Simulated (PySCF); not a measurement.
F2Se. Atoms are numbered in the order given.

```xyz
3

Se     0.0000     0.0000     0.3999
F      0.0000     1.2902    -0.7553
F      0.0000    -1.2902    -0.7553
```
Charge 0, spin multiplicity 1.

Geometry optimised at ωB97X-D3(BJ)/def2-TZVP.

Computed with M06-2X/def2-TZVPD (PySCF).

Mulliken values depend strongly on the basis, most of all with diffuse functions as here. ESP charges are fitted to the potential on shells at 1.4 to 2.0 van der Waals radii. Atomic charges (e):

```tsv
atom	Mulliken	IAO	ESP fit
Se1	0.61	0.96	0.34
F2	-0.31	-0.48	-0.17
F3	-0.31	-0.48	-0.17
```
